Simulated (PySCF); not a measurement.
**Static response to an electric field**

Species: C5H12SSi.
Cartesian coordinates in Å at the GFN2-xTB level; atoms count from 1:
```xyz
19
C5H12SSi angstrom
C     -1.1019    0.9372   -1.4572
C     -1.3028   -0.4919   -0.9846
C     -2.1439   -0.5673    0.2786
S      0.3014   -1.3703   -0.7763
C      1.0490   -0.5371    0.6321
C      2.5689   -0.6899    0.7349
Si     2.0202    1.0830    0.4476
H     -0.6454    1.5359   -0.6703
H     -0.4584    0.9623   -2.3335
H     -2.0619    1.3815   -1.7146
H     -1.7747   -1.0798   -1.7769
H     -1.7018    0.0362    1.0689
H     -2.2221   -1.5956    0.6246
H     -3.1454   -0.1902    0.0786
H      0.5040   -0.7626    1.5413
H      3.0286   -1.2314   -0.0801
H      2.9411   -1.0254    1.6933
H      1.9605    1.9826    1.5850
H      2.1747    1.6320   -0.8839
```

Level: CAM-B3LYP/def2-SVPD (PySCF), static field, nuclei fixed, core orbitals frozen in the response. The polarisability tensor in these axes (au):

```
x   118.38   5.16   9.77
y     5.16 110.43   1.35
z     9.77   1.35  95.80
```

**Question.** Give the principal values, the mean and the anisotropy Δα = √{½[(α1 − α2)² + (α2 − α3)² + (α1 − α3)²]}.

**Answer.** Principal values 92.14, 108.39 and 124.08 au; mean 108.20 au = 16.03 Å³ = 17.84 × 10⁻⁴⁰ C²·m²/J; Δα = 27.66 au (26 % of the mean).

**Question.** What is the dipole moment, and where does it point?

**Answer.** (-0.56, 1.59, 0.71) D, 1.82 D in size, pointing from the negative to the positive side. Measured along this direction, the outermost atoms are H16 at the negative end and H18 at the positive end.

**Question.** Directions of the eigenvectors, and the extent of the frame along each?

**Answer.** Largest value along (0.88, 0.36, 0.32), where the nuclei span 5.74 Å; middle along (-0.33, 0.93, -0.16), 4.42 Å; least along (-0.35, 0.03, 0.93), 3.59 Å. The response follows the extents in order.

**Question.** Rayleigh depolarisation ratio (linearly polarised light, static tensor)?

**Answer.** ρ = 3Δα²/(45ᾱ² + 4Δα²) = 2295.3/(526846 + 3060.4) = 0.00433.

**Question.** Traceless (Buckingham) quadrupole moment about the centre of nuclear charge: eigenvalues?

**Answer.** -4.99, -0.73, 5.72 D·Å. The values depend on the origin, since the dipole doesn't vanish. The electronic extent ⟨r²⟩ about the same centre is 1299 bohr², a root-mean-square distance of 2.25 Å for the 72 electrons.

Isolated species at its GFN2-xTB geometry (one conformer only).
